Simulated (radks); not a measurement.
Values are calculated unless marked as measured or tabulated.
Question: Tc II, 42 electrons, occupied as [Kr] 4d5 5s1. Code: a radial shooting solver on a logarithmic mesh with Libxc functionals. Model: non-relativistic Kohn-Sham, PBE, spin-polarised, spherical densities, point nucleus; open shells are filled with parallel spins first (spin-orbit coupling, left out, can overturn this in heavy ions); relativity is left out, which matters for an element this heavy. Some entries of the table are withheld. Estimate them.

| orbital | occ. | eigenvalue (eV) | r(max) (bohr) | <r^2> (bohr^2) |
|---|---|---|---|---|
| 1s up | 1 | -20326.22 | 0.02345 | 0.001681 |
| 1s down | 1 | -20326.21 | 0.02345 | 0.001681 |
| 2s up | 1 | -2855.478 | 0.1309 | 0.02813 |
| 2s down | 1 | -2854.798 | 0.1309 | 0.02813 |
| 2p up | 3 | -2636.853 | 0.1029 | 0.02139 |
| 2p down | 3 | -2636.356 | 0.1029 | 0.02139 |
| 3s up | 1 | -501.5204 | 0.3834 | 0.2090 |
| 3s down | 1 | -501.1808 | 0.3835 | 0.2089 |
| 3p up | 3 | -416.6698 | 0.3706 | 0.2066 |
| 3p down | 3 | -416.2739 | 0.3707 | 0.2064 |
| 3d up | 5 | -260.9696 | 0.3115 | 0.1904 |
| 3d down | 5 | -260.3546 | 0.3117 | 0.1901 |
| 4s up | 1 | -77.9030 | (1) | 1.343 |
| 4s down | 1 | -74.4641 | (2) | 1.327 |
| 4p up | 3 | (3) | 1.036 | 1.613 |
| 4p down | 3 | (4) | 1.029 | 1.594 |
| 4d up | 5 | -15.7450 | (5) | 3.221 |
| 4d down | 0 | -11.8836 | (6) | 3.335 |
| 5s up | 1 | -11.6758 | 2.648 | 10.53 |

Answer: 
(1) 4s up r(max) (bohr): 0.9765
(2) 4s down r(max) (bohr): 0.9715
(3) 4p up eigenvalue (eV): -53.2288
(4) 4p down eigenvalue (eV): -49.5806
(5) 4d up r(max) (bohr): 1.262
(6) 4d down r(max) (bohr): 1.250
